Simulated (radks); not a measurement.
The numbers below are computed, except where a source is named.
Neutral molybdenum, 42 electrons, occupied as [Kr] 4d5 7p1 (not the ground configuration). Level of theory: Dirac Kohn-Sham, PBEsol, spin-unpolarised, spherical densities, finite nucleus; open shells fill j = l - 1/2 first; Fermi nuclear charge, rms radius 4.4091 fm (a radial shooting solver on a logarithmic mesh with Libxc functionals).

Normalised radial functions P(r) = r R(r) (large component), r in bohr:

r          3d5/2    4d3/2    7p1/2
0.001197  0.0000   0.0000   0.0001
0.001688  0.0000   0.0000   0.0001
0.002381  0.0000   0.0000   0.0002
0.003386  0.0001   0.0000   0.0004
0.004776  0.0002   0.0001   0.0006
0.006736  0.0005   0.0002   0.0011
0.009502  0.0013   0.0004   0.0019
0.01351   0.0035   0.0011   0.0034
0.01906   0.0091   0.0027   0.0057
0.02688   0.0229   0.0067   0.0092
0.03792   0.0554   0.0160   0.0138
0.05392   0.1294   0.0368   0.0189
0.07606   0.2754   0.0772   0.0213
0.1073    0.5319   0.1465   0.0168
0.1513    0.9057   0.2426   0.0018
0.2152    1.3209   0.3335  -0.0205
0.3035    1.5563   0.3384  -0.0328
0.4282    1.4283   0.1789  -0.0172
0.604     0.9660  -0.1481   0.0234
0.8588    0.4363  -0.5256   0.0540
1.211     0.1220  -0.7427   0.0346
1.709     0.0178  -0.7172  -0.0308
2.41      0.0011  -0.5247  -0.0945
3.4       0.0000  -0.2920  -0.0982
4.835     0.0000  -0.1120  -0.0085
6.819     0.0000  -0.0274   0.1238
9.619     0.0000  -0.0036   0.1644
13.57     0.0000  -0.0002  -0.0003
19.29     0.0000  0.0000  -0.2393
27.22     0.0000  0.0000  -0.2222
38.39     0.0000  0.0000  -0.0385
54.15     0.0000  0.0000  -0.0016

3d5/2: eigenvalue -224.44 eV, 0 radial nodes, <r> = 0.417 bohr, 90 % of the charge inside 0.666 bohr. 4d3/2: eigenvalue -8.919 eV, 1 radial node at r = 0.525 bohr, <r> = 1.88 bohr, 90 % of the charge inside 3.06 bohr. 7p1/2: eigenvalue -0.605 eV, 5 radial nodes at r = 0.156, 0.502, 1.48, 4.95, 13.6 bohr, <r> = 21.5 bohr, 90 % of the charge inside 29.1 bohr.
